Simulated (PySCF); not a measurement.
Excitations are Tamm–Dancoff values on a coarser integration grid. The basis has no diffuse functions, so Rydberg states are missing or too high.

Cartesian coordinates (Å):
```xyz
13

C     -2.1743     0.5270    -0.3166
C     -1.2121    -0.3798    -0.3932
C     -0.0577    -0.4842     0.5546
C      1.2630    -0.3897    -0.1442
C      2.1979     0.5095     0.1232
H     -2.1847     1.2767     0.4688
H     -2.9865     0.5542    -1.0339
H     -1.2355    -1.1125    -1.1983
H     -0.1131    -1.4556     1.0663
H     -0.1321     0.2887     1.3244
H      1.4405    -1.1233    -0.9291
H      2.0577     1.2596     0.8957
H      3.1369     0.5295    -0.4178
```
Charge 0, multiplicity 1.

Problem. Give the LUMO, total energy and S1 excitation (TDA) at the level PBE0-D4/def2-TZVP (PySCF 2.14.0).

Solution. 
```
Property                   Result
-------------------  ------------
LUMO                      0.01 eV
total energy         -195.1259 Ha
S1 excitation (TDA)       6.63 eV
```
